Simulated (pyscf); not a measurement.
**H₃Ge–S–SbH₂, singlet**

Gas-phase minimum from PySCF at ωB97X-D3(BJ)/def2-SVP, one conformer. 

SMILES: [S]([GeH3])[SbH2]
```xyz
8

Ge    -1.0429    -0.4530     0.2773
S      0.8796    -0.1028    -0.7668
Sb     0.1157     1.8060    -2.0583
H     -0.8255    -1.6548     1.2049
H     -2.1513    -0.7566    -0.7437
H     -1.4353     0.7905     1.0913
H      1.5058     2.7460    -1.7408
H      0.7811     1.2488    -3.5294
```
Charge 0, spin multiplicity 1.

Bonded distances (Å): Ge1–S2 2.216, Ge1–H4 1.534, Ge1–H5 1.537, Ge1–H6 1.537, S2–Sb3 2.428, Sb3–H7 1.708, Sb3–H8 1.708. Angles (°): S2–Ge1–H4 106.6, S2–Ge1–H5 110.1, S2–Ge1–H6 110.1, H4–Ge1–H5 110.4, H4–Ge1–H6 110.5, H5–Ge1–H6 109.1, Ge1–S2–Sb3 95.9, S2–Sb3–H7 94.5, S2–Sb3–H8 94.5, H7–Sb3–H8 91.3.

Properties at ωB97X-D3(BJ)/def2-SVP:

Harmonic wavenumbers, unscaled: 66, 86, 101, 365, 423, 584, 595, 620, 660, 867, 878, 890, 908, 2010, 2012, 2180, 2186, 2206 cm⁻¹
Zero-point energy: 25.2 kcal/mol
Rotational symmetry number: 1
Entropy of this conformer at 298 K and 1 atm, rigid rotor and harmonic oscillator, modes under 100 cm⁻¹ raised to 100: 357.8 J/(mol K)
Dipole moment: 1.77 D

Single-point totals, which compare only within one level:

```
level                   total energy (hartree)
----------------------  ----------------------
ωB97X-D3(BJ)/def2-TZVP             -2718.55264
PBE/def2-TZVP                      -2717.98594
r²SCAN/def2-TZVP                   -2718.54421
B3LYP-D3(BJ)/def2-TZVP             -2718.65404
PBE0-D3(BJ)/def2-TZVP              -2718.09678
M06-2X/def2-TZVP                   -2718.37471
ωB97M-D3(BJ)/def2-TZVP             -2718.60419
```

Soft torsions are taken as harmonic, which can shift the entropy by several J/(mol K). Elements up to Kr have no core potential and no relativistic terms here. Elements past Kr carry the def2 core potentials, without spin-orbit coupling.
